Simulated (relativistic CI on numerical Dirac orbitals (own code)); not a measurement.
**Fe2+ in a cubic cluster: L2,3 absorption with charge transfer**

Computed with a charge-transfer multiplet model of a cubic metal-ligand cluster with up to 3 ligand holes, Slater and spin-orbit integrals from Dirac-Coulomb-Breit ions, Slater integrals scaled by 0.9. The parameters are those of a tetrahedral site (10Dq negative, t2 hopping the larger). The ground state mixes d6 with configurations of k ligand holes L, whose averages lie at kΔ + k(k − 1)U_dd/2; a core hole lowers each added d electron by U_cd. 20 K, Lorentzian 0.4 eV and Gaussian 0.3 eV FWHM.

Atomic integrals in eV (Slater integrals scaled, ζ unscaled), ground: F2dd 9.813, F4dd 6.093, zeta_d 0.049; with the core hole: F2dd 10.545, F4dd 6.555, zeta_d 0.067, zeta_core 8.135, F2cd 6.142, G1cd 4.566, G3cd 2.594.

Cluster parameters (eV): Δ = 5.4, U_dd = 6.9, 10Dq = -0.4, 10Dq(ligand) = 0, V(eg) = 0.82, V(t2g) = -1.4, final-state hopping factor = 1.

| Case | n_d | d6 | d7L | d8L2 | d9L3 | S |
| --- | --- | --- | --- | --- | --- | --- |
| U_cd = 6.6 eV | 6.10 | 0.90 | 0.10 | 0.00 | 0.00 | 2.00 |
| U_cd = 7.2 eV | 6.10 | 0.90 | 0.10 | 0.00 | 0.00 | 2.00 |
| U_cd = 8.4 eV | 6.10 | 0.90 | 0.10 | 0.00 | 0.00 | 2.00 |
| U_cd = 9.6 eV | 6.10 | 0.90 | 0.10 | 0.00 | 0.00 | 2.00 |
| U_cd = 10.2 eV | 6.10 | 0.90 | 0.10 | 0.00 | 0.00 | 2.00 |

Weights, n_d and S are thermal averages at 20 K. Photon energies count from the first peak over 30 % of the highest in each spectrum, which can be another peak from case to case. The parameters are a model scan and need not match a compound or its usual spin state. Peaks in eV (height, largest 100):
- U_cd = 6.6 eV: 0.0 (100), 0.7 (89), 1.4 (66), 3.1 (26), 4.6 (17), 12.9 (26), 13.6 (30), 15.0 (11), 16.1 (6), 16.7 (7)
- U_cd = 7.2 eV: 0.0 (100), 0.6 (88), 1.4 (65), 3.0 (26), 4.5 (16), 12.9 (26), 13.5 (29), 14.9 (11), 16.0 (6), 16.6 (7)
- U_cd = 8.4 eV: -2.0 (8), 0.0 (100), 0.6 (88), 1.3 (65), 2.9 (26), 4.3 (16), 12.8 (26), 13.4 (30), 15.9 (6), 16.5 (7)
- U_cd = 9.6 eV: -2.0 (8), 0.0 (100), 0.6 (90), 1.3 (66), 2.7 (26), 4.2 (16), 5.3 (8), 13.3 (29), 13.8 (29), 15.7 (6), 16.3 (7)
- U_cd = 10.2 eV: -2.0 (9), 0.0 (100), 0.5 (91), 1.2 (67), 2.6 (25), 3.9 (17), 13.3 (30), 13.7 (30), 16.1 (7)

Curve for U_cd = 9.6 eV (points under 2 left out, the grid thinned):

E (eV), Intensity and a bar:
```
     -2.8        2.2 
     -2.3        5.2 #
     -1.9        8.4 ##
     -1.4       15.7 ####
     -1.0       25.4 ########
     -0.5       49.0 ###############
     -0.1       93.7 ##############################
      0.4       84.9 ###########################
      0.9       70.1 ######################
      1.3       65.6 #####################
      1.8       27.5 ########
      2.2       17.4 #####
      2.7       25.5 ########
      3.1       19.3 ######
      3.6       13.9 ####
      4.1       15.9 #####
      4.5       12.8 ####
      5.0        8.5 ##
      5.4        8.3 ##
      5.9        6.7 ##
      6.3        5.9 #
      6.8        4.3 #
      7.2        3.4 
      7.7        2.4 
      8.2        2.3 
      8.6        2.1 
     10.1        2.3 
     10.5        2.1 
     11.0        2.7 
     11.4        6.5 #
     11.9        9.5 ##
     12.4       19.8 ######
     12.8       25.3 ########
     13.3       29.3 #########
     13.7       28.7 #########
     14.2       17.5 #####
     14.6       11.7 ###
     15.1        7.1 ##
     15.6        5.5 #
     16.0        5.7 #
     16.5        6.3 #
     16.9        3.0 
     17.4        2.1 
     17.8        2.5 
     18.3        2.0
```

For the case U_cd = 8.4 eV, Δ = 5.4 eV is smaller than U_dd = 6.9 eV, the charge-transfer side of the Zaanen-Sawatzky-Allen scheme. With the core hole the configuration with one ligand hole lies at Δ + U_dd − U_cd = 5.7, 5.1, 3.9, 2.7, 2.1 eV from the one without, in the order of the table; where this is negative the screened configuration lies lower, though the effective hopping of about 2.5 eV (from the holes of the mixed ground state) mixes the two strongly wherever it is as large as the gap.
